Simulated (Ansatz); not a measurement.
Total energies of the cluster Mg₂Zn₂ (the lowest singlet isomer of a short search) from Ansatz at r2SCAN/def2-TZVP, gas phase (1 Eh = 27.2114 eV = 2625.5 kJ/mol). The reference geometry is relaxed at PBE/def2-SVP.

```xyz
4

Mg   -1.7842   -0.1160    0.3505
Mg    0.8061    1.5411    0.5431
Zn    0.7499   -1.2540    0.7022
Zn    0.2282   -0.1712   -1.5957
```

```csv
state,geometry,energy (Eh)
charge 0 singlet,reference,-3958.87359
charge 1 doublet,reference,-3958.63065
charge 0 triplet,relaxed at PBE/def2-SVP,-3958.83114
charge 0 quintet,relaxed at PBE/def2-SVP,-3958.77738
free Mg atom (singlet),–,-200.03322
free Zn atom (singlet),–,-1779.37409
```

Work out the vertical ionisation energy to the doublet.

E(charge 1 doublet) − E(charge 0 singlet) = -3958.63065 − (-3958.87359) = 0.24294 Eh = 6.61 eV. For comparison, −ε of the highest occupied level is 4.74 eV at this level, 1.87 eV less.

Which of the charge 0 states is lowest, and how far above it are the others?

The singlet. triplet: -3958.83114 − (-3958.87359) = 0.04245 Eh = 111.5 kJ/mol; quintet: -3958.77738 − (-3958.87359) = 0.09621 Eh = 252.6 kJ/mol. The triplet differs in its bonds from the reference. The quintet differs in its bonds from the reference.

What is the binding energy per atom against free atoms?

Atoms: 2 × (-200.03322) + 2 × (-1779.37409) = -3958.81462 Eh. Binding: -3958.81462 − (-3958.87359) = 0.05897 Eh = 1.60 eV, or 0.40 eV for each of 4 atoms (no zero-point energy, no counterpoise term).

The structure comes from a short search, and lower isomers may exist.
